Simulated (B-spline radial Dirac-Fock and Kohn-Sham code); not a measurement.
## K-line shifts caused by a second vacancy in Sr⁷⁺

System: the Sr⁷⁺ ion, 1s2 2s2 2p6 3s2 3p6 3d10 4s2 4p1.

Model: Dirac-Fock (average of configuration) total-energy differences with a finite nucleus, the Breit interaction including its frequency dependence, and self-energy and vacuum-polarisation corrections. Program: a radial B-spline solver. Each two-hole energy is an average over J within one jj subconfiguration, not an observable level; in light atoms, where LS coupling holds, the j-resolved values are not observed lines, and for a K spectator the Kα1 hypersatellite is nearly forbidden. The model has no electron correlation.

Lines without a spectator: Kα2 (K-L2) 14099.2 eV, Kα1 (K-L3) 14166.5 eV, Kβ3 (K-M2) 15829.1 eV, Kβ1 (K-M3) 15839.9 eV. Shifts in eV with one spectator hole (a dash: not computed, or left out as unreliable):

```tsv
spectator hole	Kα2	Kα1	Kβ3	Kβ1
K (1s)	+416.1	+423.4	+526.3	+527.7
L2 (2p1/2)	+42.7	+52.8	–	+115.9
L3 (2p3/2)	+45.5	+44.5	+108.0	–
M2 (3p1/2)	–	+5.12	+12.37	+15.26
M3 (3p3/2)	+4.27	–	+13.84	+13.28
M4 (3d3/2)	+0.40	-1.27	–	–
M5 (3d5/2)	-1.49	-0.34	–	–
```

Run: 47 s of CPU time on 1 thread of Neoverse-N1 (shared host), peak memory 0.41 GiB.
